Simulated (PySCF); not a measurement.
Working with the constants of NaBi

ROHF-CCSD(T) constants of NaBi, ³Σ⁻ (triplet), unpaired electrons π ↑↑ (basis Na aug-cc-pVDZ, Bi aug-cc-pVDZ-PP with ECP60; scalar-relativistic core potentials; PySCF 2.14; masses 22.9898 and 208.9804 u):

| Property | Result |
| --- | --- |
| ωe | 176.4 cm⁻¹ |
| ωexe | 0.712 cm⁻¹ |
| Be | 0.08648 cm⁻¹ |
| αe | 0.000432 cm⁻¹ |
| De to Na + Bi | 0.89 eV |

Problem. What force constant and bond length do these constants imply?

Solution. Reduced mass μred = 20.711 u; k = 5.8918×10⁻⁷·μred·ωe² (u, cm⁻¹, mdyn/Å) = 0.380 mdyn/Å; Re = √(16.8576/(μred·Be)) (u, cm⁻¹, Å) = 3.068 Å.

Problem. Estimate the centrifugal constant D from the Kratzer relation and find the Dunham coefficient a1.

Solution. D = 4Be³/ωe² = 8.31e-08 cm⁻¹; a1 = −1 − αeωe/(6Be²) = -2.70.

Correlated steps freeze 5 core orbitals. Correlated levels converge slowly with the basis: in double zeta they bind strong bonds too weakly, by up to about 1 eV, and carry superposition errors of some tenths. These are scalar-relativistic numbers at best; spin–orbit coupling would shift them, the dissociation energy most. The state is the lowest determinant that a PBE0 search found; another state may lie lower at other levels.
